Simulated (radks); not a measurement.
Numerical settings for the aluminium ion Al3+, [Ne]. Calculated with a radial shooting solver on a logarithmic mesh with Libxc functionals: Dirac Kohn-Sham, LDA (Slater exchange, Perdew-Wang correlation), spin-unpolarised, spherical densities, finite nucleus; Fermi nuclear charge, rms radius 3.061 fm. The defaults (mesh step 0.008 in ln r, mesh end at 40 bohr or more with all orbitals vanishing there, Anderson mixing 0.5 over 9 steps, residual threshold near 1e-9 with the energy settled to 1e-9 hartree or 1e-11 of itself, here a cap of 72 iterations) give E = -239.7949 hartree and 2p3/2 at -104.06 eV in 14 iterations. Run on one thread of a shared host, so times are rough (Arm Neoverse N1): 0.06 s of CPU time, 0.06 s wall, 14 iterations on 2189 mesh points. Changes against that run (0 stands for a change within the tolerance of the run):

\begin{tabular}{lrrrrr}
setting & iterations & converged & E (mhartree) & e(2p3/2) (meV) & CPU (s) \\ \hline
mesh step in ln r 0.02 & 14 & yes & 0 & 0 & 0.03 \\
mesh step in ln r 0.08 & 72 & no & -75 & +0.94 & 0.09 \\
mesh step in ln r 0.012 & 14 & yes & 0 & 0 & 0.04 \\
mesh end (bohr) 2 & 14 & yes & +103 & +2.04e+03 & 0.05 \\
mesh end (bohr) 1 & 13 & yes & +1.05e+04 & +7.64e+04 & 0.05 \\
residual threshold 1e-05 & 9 & yes & 0 & 0 & 0.04 \\
residual threshold 0.01 & 9 & yes & 0 & 0 & 0.04 \\
mixing 0.2 & 16 & yes & 0 & 0 & 0.06 \\
linear mixing, mixing 1 & 48 & yes & 0 & 0 & 0.15 \\
linear mixing, mixing 0.5 & 31 & yes & 0 & 0 & 0.1 \\
mixing history 20 & 19 & yes & 0 & 0 & 0.07 \\
iteration cap 5 & 5 & no & +0.0871 & +370 & 0.02 \\
\end{tabular}

Settings that end as converged yet miss the energy by more than 1 mhartree: mesh end (bohr) 2 (+0.103 hartree); mesh end (bohr) 1 (+10.5 hartree). A mesh that ends early acts as a hard wall.
